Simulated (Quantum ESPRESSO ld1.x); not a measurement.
Results of a calculation; reference values are marked as such.
Isoelectronic series with 3 electrons, each ion in its NIST ground configuration. Level of theory: Dirac Kohn-Sham, revPBE, spin-unpolarised, spherical densities, point nucleus (ld1.x of Quantum ESPRESSO 7.5). Total energies (hartree) and mean radii <r> (bohr):

ion    configuration  E (hartree)    2s1/2    1s1/2
Li          [He] 2s1       -7.477    3.917   0.5802
C3+         [He] 2s1      -34.759    1.284   0.2689
F6+         [He] 2s1      -82.354   0.7780   0.1748
Mg9+        [He] 2s1     -150.327   0.5586   0.1293
P12+        [He] 2s1     -238.782   0.4355   0.1026
Ar15+       [He] 2s1     -347.853   0.3566  0.08491
Sc18+       [He] 2s1     -477.708   0.3017  0.07237
Cr21+       [He] 2s1     -628.547   0.2612  0.06301
Co24+       [He] 2s1     -800.607   0.2300  0.05574
Zn27+       [He] 2s1     -994.163   0.2053  0.04993
As30+       [He] 2s1    -1209.528   0.1852  0.04517
Kr33+       [He] 2s1    -1447.059   0.1685  0.04121
Mo39+       [He] 2s1     -1990.27   0.1423  0.03495
Rh42+       [He] 2s1     -2296.91   0.1318  0.03243
Cd45+       [He] 2s1     -2627.63   0.1227  0.03022
Sb48+       [He] 2s1     -2983.06   0.1145  0.02826
Xe51+       [He] 2s1     -3363.89   0.1073  0.02651
La54+       [He] 2s1     -3770.91   0.1008  0.02493
Nd57+       [He] 2s1     -4204.96  0.09490  0.02351
